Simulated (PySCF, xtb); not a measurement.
Si(H)(OH)2(SH) (H4O2SSi), SMILES O[SiH](O)S. Atoms are numbered in the order given.

```xyz
8

Si    -0.5469    -0.0162    -0.2324
O     -0.3065    -1.0233    -1.5213
O     -1.0927    -0.9310     1.0419
S      1.2401     0.9551     0.4876
H     -1.5054     0.9915    -0.7289
H      0.3143    -1.7537    -1.3842
H     -1.0800    -0.5182     1.9169
H      1.2797     1.8602    -0.5169
```
Charge 0, spin multiplicity 1.

Coordinates come from a TPSSh-D3(BJ)/def2-SVP optimisation. Other conformers were not sampled.

Method: C-PCM-B3LYP/def2-SVP (PySCF).

The values are the electrostatic part of the solvation free energy, E(continuum) − E(gas) at the gas-phase geometry, in a cavity of scaled van der Waals radii (PySCF's table); cavitation and dispersion terms are not included. In vacuum the orbital gap is 7.61 eV. The dipole moment in vacuum is 0.89 D.

Computed values in water (ε = 78.36), acetone (ε = 20.49), tetrahydrofuran (ε = 7.43):
```
solvent              ε  ΔG(elec) (kcal/mol)  dipole (D)  gap (eV)
---------------  -----  -------------------  ----------  --------
water            78.36                 -8.0        1.05      7.93
acetone          20.49                 -7.6        1.04      7.92
tetrahydrofuran   7.43                 -6.9        1.02      7.89
```

For comparison, GFN2-xTB/ALPB(water) (xtb, at the GFN2-xTB geometry, all terms of that model) gives -7.8 kcal/mol.
